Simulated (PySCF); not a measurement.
A run for PySCF: U-HF/LANL2DZ on CdH4Si (SMILES [SiH3][CdH]), a point of a bond scan (R = 1.784 Å).

```python
from pyscf import gto, scf, dft, mp
from pyscf.data.elements import chemcore

mol = gto.M(
    atom='''
    Cd   -0.56643322   -0.31054170   -0.07977578
    H    -2.04529859   -1.12131577   -0.28805742
    Si    1.63488208    0.89630877    0.23025485
    H     2.37198737    0.53329795    1.81393858
    H     1.47089364    2.37203423    0.15366084
    H     2.62571392    0.51316070   -0.80992508
    ''',
    basis='lanl2dz',
    ecp={'Cd': 'lanl2dz', 'Si': 'lanl2dz'},
    charge=0, spin=0, verbose=3, max_memory=1800)
mf = scf.UHF(mol)
mf.conv_tol = 1e-8
mf.max_cycle = 100
mf.init_guess_breaksym = True
mf.kernel()
if not mf.converged:
    mf = mf.newton().run(mf.mo_coeff, mf.mo_occ)
for _ in range(4):
    mo, _, stable, _ = mf.stability(return_status=True)
    if stable:
        break
    mf.kernel(mf.make_rdm1(mo, mf.mo_occ))
```

Program output:

```
converged SCF energy = -52.5735806435634  <S^2> = 3.2486618e-09  2S+1 = 1
<class 'pyscf.scf.uhf.UHF'> wavefunction is stable in the internal stability analysis
```

The run converged.

Cost: about 1.0 core-seconds (a rough figure).
